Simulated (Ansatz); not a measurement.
ClH3SiZn, SMILES `[SiH3][Zn][Cl]`, charge 0, multiplicity 1.

Task: Give a relaxed structure at PBE0-D4/def2-TZVP (Ansatz 0.2.0). (An estimate is asked.)

Result: The calculation gave: 
Cartesian coordinates in Å:
```
Si 0.549 -0.671 -0.110
Zn -0.928 1.132 0.186
Cl -2.258 2.757 0.453
H 0.540 -1.129 -1.526
H 1.938 -0.272 0.243
H 0.159 -1.818 0.753
```
Point group C3v.
